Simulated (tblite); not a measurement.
Isomers of C3H9NOSi. Level: GFN2-xTB in tblite, geometry and Hessian alike; calculated harmonic values, unscaled, isolated species. This tight-binding method is rough: wavenumbers can miss measured ones by several per cent, in bad cases by 10 to 20. Modes of hydrogen on silicon can be 10 to 20 % off. One conformer each.

Electronic energies: GFN2-xTB at the same geometries; isomer energies are rough at this level and their order can be wrong.

```json
{"SMILES": "C[SiH2]NC(C)=O", "electronic energy, lowest = 0 (kcal/mol)": "8.2"}
{"SMILES": "C/N=C/CO[SiH3]", "electronic energy, lowest = 0 (kcal/mol)": "15.7"}
{"SMILES": "[H]/N=C\\CCO[SiH3]", "electronic energy, lowest = 0 (kcal/mol)": "19.6"}
{"SMILES": "CN(C)[SiH2]C=O", "electronic energy, lowest = 0 (kcal/mol)": "45.7"}
{"SMILES": "CC(=O)N(C)[SiH3]", "electronic energy, lowest = 0 (kcal/mol)": "0.0"}
```

Task: How do GFN2-xTB zero-point energies change the relative energies?

Result: 
```
           SMILES  ZPE (kcal/mol)  of it from modes above 1550 cm⁻¹  electronic (kcal/mol)  with ZPE, lowest = 0 (kcal/mol)  lowest mode (cm⁻¹)  rings
 CC(=O)N(C)[SiH3]            71.8                              38.0                    0.0                              0.0                 113      0
   C[SiH2]NC(C)=O            72.3                              39.9                    8.2                              8.7                  74      0
   C/N=C/CO[SiH3]            70.6                              37.3                   15.7                             14.5                  29      0
[H]/N=C\CCO[SiH3]            71.6                              38.0                   19.6                             19.3                  29      0
   CN(C)[SiH2]C=O            71.9                              38.1                   45.7                             45.8                  41      0
```

The zero-point energies span 1.7 kcal/mol, from `C/N=C/CO[SiH3]` to `C[SiH2]NC(C)=O`. The order is unchanged.

Task: What do entropy and thermal enthalpy add at 298.15 K and 1 bar (rigid rotor, harmonic oscillator, one conformer each)?

Result: 
```tsv
SMILES	point group	symmetry number	S (cal/(mol K))	H − H(0) (kcal/mol)	ZPE + H − H(0) − TS (kcal/mol)
CC(=O)N(C)[SiH3]	Cs	1	87.7	5.89	51.6
C[SiH2]NC(C)=O	C1	1	92.6	6.28	51.0
C/N=C/CO[SiH3]	C1	1	93.2	6.17	49.0
[H]/N=C\CCO[SiH3]	C1	1	93.0	6.00	49.8
CN(C)[SiH2]C=O	C1	1	92.4	6.24	50.6
```
